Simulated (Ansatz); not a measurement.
`[NH2][Al]([OH])[CH]=O` + `C[SiH2]F` → `[NH2][AlH][CH]=O` + `C[SiH](O)F`  (redistribution)

Isolated molecules relaxed with PBE0-D4/def2-TZVP in Ansatz; ΔE leaves out vibrations. CBS: MP2 limit from def2 TZ/QZ plus the TZ coupled-cluster correction, frozen cores. DFT in def2-TZVPP. One conformer a species, not always the lowest.

Is it downhill or uphill in electronic energy at CCSD(T)/CBS, and by how much? (Estimate.)

The calculation gave: Uphill: ΔE = +5.5 kcal/mol.

What do these levels give: PBE0-D4, r2SCANh-D4, B2PLYP, SCS-MP2/def2-TZVPP, CCSD/def2-TZVPP, MP2/CBS(def2)? (Estimate.)

Computed: PBE0-D4 5.0, r2SCANh-D4 5.2, B2PLYP 5.9, SCS-MP2/def2-TZVPP 6.0, CCSD/def2-TZVPP 5.6, MP2/CBS(def2) 6.0 kcal/mol.

Largest T1 diagnostic among the species: 0.015.

From BLYP to BHLYP (50 % exact exchange), in def2-TZVPP and without D4, ΔE moves by −0.8 kcal/mol. At CCSD(T), def2-SVP lies +0.8 kcal/mol from the extrapolated value and def2-TZVPP −0.1 kcal/mol.
